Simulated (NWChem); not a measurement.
Everything below was run with NWChem. System: HCl2Ga, charge 1, spin multiplicity 2, at the geometry of a parent with another charge or spin, in a state set for the comparison that need not be this species' ground state. Its SCF solution wasn't tested for a lower state. Level: PBE/x2c-SVPall-2c, spin-orbit ZORA.

Job file:

```
start mol
memory heap 200 mb stack 900 mb global 1100 mb
charge 1
geometry units angstroms nocenter noautoz noautosym
  Ga     0.000000     0.000000     0.565630
  H      0.000000     0.000000     2.113044
  Cl    -1.805355     0.000000    -0.577870
  Cl     1.805355     0.000000    -0.577870
end
basis spherical
  * library x2c-svpall-2c
end
relativistic
  zora on
end
dft
  xc xpbe96 cpbe96
  odft
  mult 2
  semidirect memsize 60000000 filesize 0
  iterations 100
  grid fine
end
task sodft energy
```

NWChem printed:

```
             Northwest Computational Chemistry Package (NWChem) 7.3.0
             --------------------------------------------------------

                                NWChem Input Module
                                -------------------

 Scaling coordinates for geometry "geometry" by  1.889725989
 (inverse scale =  0.529177249)

                             Geometry "geometry" -> ""
                             -------------------------

 Output coordinates in angstroms (scale by  1.889725989 to convert to a.u.)

  No.       Tag          Charge          X              Y              Z
 ---- ---------------- ---------- -------------- -------------- --------------
    1 Ga                  31.0000     0.00000000     0.00000000     0.56563000
    2 H                    1.0000     0.00000000     0.00000000     2.11304400
    3 Cl                  17.0000    -1.80535500     0.00000000    -0.57787000
    4 Cl                  17.0000     1.80535500     0.00000000    -0.57787000

 Effective nuclear repulsion energy (a.u.)     319.5031044815

            Nuclear Dipole moment (a.u.)
            ----------------------------
        X                 Y               Z
 ---------------- ---------------- ----------------
     0.0000000000     0.0000000000    -0.0000113384


 Summary of "ao basis" -> "" (spherical)
 ------------------------------------------------------------------------------
       Tag                 Description            Shells   Functions and Types
 ---------------- ------------------------------  ------  ---------------------
 *                       x2c-svpall-2c                on all atoms

  pbe96 is a nonlocal functional; adding pw91lda local functional.

                                 NWChem DFT Module
                                 -----------------

 Summary of "ao basis" -> "ao basis" (spherical)
 ------------------------------------------------------------------------------
       Tag                 Description            Shells   Functions and Types
 ---------------- ------------------------------  ------  ---------------------
 Ga                      x2c-svpall-2c              14       38   5s6p3d
[...]
  Bfn.         Coefficient        Function           Bfn.         Coefficient        Function
  ----     -------------------  ------------         ----     -------------------  ------------
    16     0.007253  -0.582474  1 Ga py                19     0.006872  -0.551843  1 Ga py
    10    -0.003152   0.253125  1 Ga py                79    -0.002786   0.223737  4 Cl py
    58    -0.002786   0.223725  3 Cl py                89     0.194470   0.002422  1 Ga s
    76    -0.001769   0.142080  4 Cl py                55    -0.001769   0.142077  3 Cl py
     7     0.001188  -0.095397  1 Ga py                90     0.089872   0.001119  1 Ga s

   alpha - beta orbital overlaps
   -----------------------------

   alpha      1      2      3      4      5      6      7      8      9     10
    beta      1      2      3      4     39      6      7      8      9     10
 overlap   1.130  1.343  1.348  0.541  0.028  0.600  0.597  0.601  1.142  1.130

   alpha     11     12     13     14     15     16     17     18     19     20
    beta     11      6      7      8     57     79     39     59     79      4
 overlap   1.150  0.217  0.218  0.217  0.064  0.056  0.103  0.010  0.038  0.031

   alpha     21     22     23     24     25     26     27     28     29     30
    beta      9     10     11     24     25     26     27     28     24     25
 overlap   0.015  0.013  0.015  0.701  0.700  0.699  0.699  0.701  0.242  0.242

   alpha     31     32     33     34     35     36     37     38     39     40
    beta     26     27     28     24     25     26     27     28      4     39
 overlap   0.241  0.242  0.243  0.043  0.044  0.045  0.047  0.042  0.197  0.073

   alpha     41     42     43     44     45     46     47     48     49     50
    beta     27     25      4     44     45     46     46     48     49     50
 overlap   0.003  0.003  0.013  1.094  1.357  0.605  0.296  0.986  1.006  0.991

   alpha     51     52     53     54     55     56     57     58     59     60
    beta     57     58     59     57     58     59     57     58     59     58
 overlap   0.012  0.023  0.015  0.166  0.291  0.203  0.194  0.369  0.247  0.014

   alpha     61     62     63     64     65     66     67     68     69     70
    beta     58     78      4     57     65     66     67     67     69     70
 overlap   0.009  0.006  0.014  0.010  1.094  1.357  0.605  0.296  0.986  1.006

   alpha     71     72     73     74     75     76     77     78     79     80
    beta     71     78     79     80     78     79     80     78     79     80
 overlap   0.991  0.012  0.023  0.015  0.166  0.291  0.202  0.194  0.369  0.247

   alpha     81     82     83     84     85
    beta     79     79     57      4     78
 overlap   0.014  0.009  0.006  0.014  0.010

     --------------------------
     Expectation value of S2:
     --------------------------
      <S2> =      0.7533 (Exact =     0.7500)

     Multipole analysis of the density
     ---------------------------------

     L   x y z        total         alpha         beta         nuclear
     -   - - -        -----         -----         ----         -------
     0   0 0 0      1.000000    -32.982001    -32.017999     66.000000

     1   1 0 0      0.002978      0.000221      0.002758      0.000000
     1   0 1 0      0.000000      0.000000      0.000000      0.000000
     1   0 0 1      0.274815      0.674965     -0.400139     -0.000011

     2   2 0 0    -20.783034   -214.819799   -201.695823    395.732588
     2   1 1 0      0.000000      0.000000      0.000000      0.000000
     2   1 0 1     -0.002589     -0.000075     -0.002514      0.000000
     2   0 2 0    -27.123225    -13.869729    -13.253496      0.000000
     2   0 1 1      0.000000      0.000000      0.000000      0.000000
     2   0 0 2    -25.443034    -59.845994    -57.504659     91.907619

 Task  times  cpu:       52.9s     wall:       52.9s

 Total times  cpu:       52.9s     wall:       52.9s
```
